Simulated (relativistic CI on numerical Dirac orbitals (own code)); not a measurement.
## What each ingredient does to the levels of Pt³²⁺

Base calculation: Dirac-Coulomb-Breit CI, KLI orbitals optimised for each configuration, model QED (radiative potential, 1s self-energy scaled to tabulated hydrogen-like ionisation energies), unscaled Slater integrals.

Configurations in the expansion (outside the closed core [Ar] 3d10): 4s²4p⁶4d¹⁰, 4s²4p⁶4d⁹4f, 4s²4p⁵4d¹⁰4f, 4s4p⁶4d¹⁰4f, 4s²4p⁶4d⁹5s, 4s²4p⁶4d⁹5p, 4s²4p⁶4d⁹5d, 4s²4p⁵4d¹⁰5s, 4p⁶4d¹⁰4f², 4p⁶4d⁹4f³, 4p⁵4d¹⁰4f³, 4p⁶4d⁹4f²5s, 4p⁶4d⁹4f²5p, 4p⁶4d⁹4f²5d. Double excitations out of closed p, d and f shells are left out; levels of such configurations are missing from the list, as are those of other unlisted configurations, and high levels can miss mixing partners. These lack a partner that the ground configuration has and come out too high: 4s²4p⁵4d¹⁰5s.

Variants: (1) valence Slater integrals scaled by 0.9; (2) only the first 3 configurations; (3) one mean potential for all configurations. Shifts of the energy above 4s²4p⁶4d¹⁰ ¹S0, in eV, for the lowest level and the first level of each name with at least 55 % of one term (blank where a level changes its place among those of its configuration and J or its character, or is not in the variant):

```
           Level     Base    Δ(1)    Δ(2)    Δ(3)
  4s²4p⁶4d¹⁰ ¹S0    0.000   0.000   0.000   0.000
4s²4p⁶4d⁹4f ³P°0  209.787  +1.105  -0.031  -0.161
4s²4p⁶4d⁹4f ³P°1  212.434  +0.941  -0.032  -0.161
4s²4p⁶4d⁹4f ³H°5  217.445  +0.337  -0.035  -0.161
4s²4p⁶4d⁹4f ³H°6  220.799  +0.498  -0.035  -0.161
4s²4p⁶4d⁹4f ³F°3  220.855  +0.043  +0.032  -0.160
4s²4p⁶4d⁹4f ³F°4  226.070  +0.004  +0.039  -0.161
4s²4p⁶4d⁹4f ³G°5  228.018  -0.204  -0.035  -0.161
4s²4p⁶4d⁹4f ³D°1  230.850  +0.131  -0.033  -0.162
4s²4p⁶4d⁹4f ³H°4  238.571  +0.322  -0.035  -0.162
4s²4p⁶4d⁹4f ³G°3  245.877  -0.294  -0.018  -0.161
4s²4p⁶4d⁹4f ¹P°1  286.099  -5.101  +0.031  -0.184
4s²4p⁵4d¹⁰4f ³D1  432.369  +0.670  -0.024  -0.211
 4s²4p⁶4d⁹5s ³D3  434.232  +0.063          +0.183
```

At this charge energies of transitions that change n are usually good to better than 1 %, and those within a shell (Δn = 0) to a few per cent.

Ionisation energy from the two ground configurations alone: base 1402.07 eV. The NIST ASD value (theoretical) is 1402 eV.

LS names give the leading component of a level, which can be under half, so a name can repeat, a term be missing and a line seem to break the LS rules.
